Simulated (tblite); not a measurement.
Parent: `[CH2:1]=[C:2]([Cl:3])[SiH2:4][O:5][SiH2:6][SiH:7]([CH3:8])[CH3:9]` with C1–C2–Si4–O5 136°, C2–Si4–O5–Si6 33°, Si4–O5–Si6–Si7 58°, O5–Si6–Si7–C8 66°, C4H13ClOSi3.

The geometries are computed with GFN2-xTB (gas phase). One conformer each, not checked by frequencies here.

| coordinate of the parent | value |
| --- | --- |
| C1=C2 | 1.322 Å |
| C2–Cl3 | 1.738 Å |
| C2–Si4 | 1.898 Å |
| Si4–O5 | 1.605 Å |
| O5–Si6 | 1.643 Å |
| Si6–Si7 | 2.315 Å |
| Si7–C8 | 1.912 Å |
| Si7–C9 | 1.907 Å |
| C1–C2–Cl3 | 118.8° |
| C1–C2–Si4 | 126.9° |
| Cl3–C2–Si4 | 114.3° |
| C2–Si4–O5 | 109.5° |
| Si4–O5–Si6 | 155.4° |
| O5–Si6–Si7 | 108.3° |
| Si6–Si7–C8 | 110.8° |
| Si6–Si7–C9 | 109.4° |
| C8–Si7–C9 | 107.8° |

Question: How does the shared frame change in `[CH2:1]=[C:2]([Cl:3])[SiH2:4][O:5][SiH2:6][CH:7]([CH3:8])[CH3:9]` with C1–C2–Si4–O5 -138°, C2–Si4–O5–Si6 27°, Si4–O5–Si6–C7 46°, O5–Si6–C7–C8 58°, C5H13ClOSi2? Atoms pair as C1 = C1, C2 = C2, Cl3 = Cl3, Si4 = Si4, O5 = O5, Si6 = Si6 (parent first).

Answer: 
```csv
parent,relative,value in the relative,change
C1=C2,C1=C2,1.323 Å,+0.001
C2–Cl3,C2–Cl3,1.738 Å,0.000
C2–Si4,C2–Si4,1.900 Å,+0.002
Si4–O5,Si4–O5,1.612 Å,+0.007
O5–Si6,O5–Si6,1.631 Å,-0.012
C1–C2–Cl3,C1–C2–Cl3,118.9°,+0.1
C1–C2–Si4,C1–C2–Si4,127.1°,+0.2
Cl3–C2–Si4,Cl3–C2–Si4,114.0°,-0.3
C2–Si4–O5,C2–Si4–O5,109.8°,+0.3
Si4–O5–Si6,Si4–O5–Si6,157.1°,+1.7
```

Of the parent's bonds, O5–Si6 changes most (-0.012 Å). Bonds of the relative outside the shared frame: Si6–C7 1.911, C7–C8 1.528, C7–C9 1.528 Å. Point group C1 → C1.
